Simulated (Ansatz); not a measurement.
CH9GeNSi (`C[N]([SiH3])[GeH3]`) at its PBE0-D4/def2-TZVP geometry, where that method's forces vanish. The species carries charge 0 and has multiplicity 1.

```csv
atom,x (Å),y (Å),z (Å)
C1,-1.111,-0.079,-1.039
N2,-0.141,0.024,0.042
Si3,0.353,1.590,0.547
Ge4,0.729,-1.535,0.492
H5,-1.746,-0.963,-0.916
H6,-1.776,0.791,-1.043
H7,-0.643,-0.139,-2.030
H8,1.195,1.442,1.762
H9,-0.850,2.418,0.843
H10,1.141,2.333,-0.483
H11,-0.350,-2.597,0.779
H12,1.594,-1.256,1.727
H13,1.605,-2.029,-0.679
```

Problem. For each bond, give half the difference of the two atoms' forces along it (eV/Å; positive pushes the atoms apart) under PBE-D4, r2SCAN-D4, B3LYP-D4, ωB97M-V in def2-TZVPP. (Best estimate.)

Solution. The calculation gave: 
```
   bond  length (Å)  PBE-D4  r2SCAN-D4  B3LYP-D4  ωB97M-V
  C1–N2       1.456    0.03       0.23      0.22     0.26
  C1–H5       1.096    0.10      -0.05     -0.09    -0.10
  C1–H6       1.095    0.10      -0.04     -0.09    -0.10
  C1–H7       1.098    0.10      -0.05     -0.07    -0.10
 N2–Si3       1.718    0.09      -0.02      0.02     0.04
 N2–Ge4       1.840    0.16       0.03      0.17     0.04
 Si3–H8       1.485    0.03      -0.04     -0.10    -0.11
 Si3–H9       1.490    0.06      -0.02     -0.09    -0.13
Si3–H10       1.494    0.04      -0.02     -0.07    -0.12
Ge4–H11       1.541    0.05      -0.05     -0.04    -0.09
Ge4–H12       1.533    0.02      -0.06     -0.05    -0.08
Ge4–H13       1.544    0.04      -0.05     -0.03    -0.09
```

B3LYP here is the variant with VWN-RPA as its local correlation; programs differ in this.

Program: Ansatz 0.2.0.
